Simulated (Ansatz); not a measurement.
Molecule: CH4BBr2O, charge 1, multiplicity 1. It need not be the lowest isomer of its formula. SMILES: [OH+](B(Br)Br)C
Structure (B3LYP-D3(BJ)/def2-TZVP (Ansatz, a quantum-chemistry and plane-wave program) minimum search):
```
O
H 1 0.9743
B 1 1.4547 2 115.87
C 1 1.5090 2 115.42 3 -180.00
H 4 1.0835 1 106.58 2 -119.55
H 4 1.0835 5 112.97 1 116.71
H 4 1.0844 5 112.44 6 128.57
Br 3 1.8642 1 117.09 2 -180.00
Br 3 1.8715 1 113.89 2 0.00
```
Charge +1, spin multiplicity 1.

Parts of the frozen-core correlation energy in STO-3G (Ansatz, hartree). Frozen orbitals: 31; correlated occupied orbitals by spin: 15 and 15; virtual: 9 and 9. Spin-orbit coupling is left out. No relativistic terms.

```csv
term,value
reference (HF),-5227.21451
MP2 opposite-spin,(withheld)
MP2 same-spin,(withheld)
CCSD correlation,(withheld)
(T),-0.00544
T1 diagnostic,0.014
largest doubles amplitude,0.051
```

Task: Some entries are withheld; supply them.

Result: 
- MP2 opposite-spin, value: -0.13286
- MP2 same-spin, value: -0.02786
- CCSD correlation, value: -0.19631
